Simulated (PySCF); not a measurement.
C4H3ClSi, SMILES Cl[SiH](C#C)C#C.

Geometry: B3LYP-D3(BJ)/def2-SVP.

All values below come from SMD-PBE0/def2-SVP (PySCF).

Solvation free energies are E(SMD) − E(gas) at the gas-phase geometry, for 1 M in both phases. In vacuum the dipole moment is 1.93 D.

Computed solvation free energies in water, cyclohexanone, tetrahydrofuran:
| solvent | ΔG(solv) (kcal/mol) | its non-electrostatic (CDS) part | dipole (D) |
|---|---|---|---|
| water | 1.1 | 7.2 | 2.49 |
| cyclohexanone | -2.4 | 3.3 | 2.45 |
| tetrahydrofuran | -2.5 | 2.5 | 2.39 |
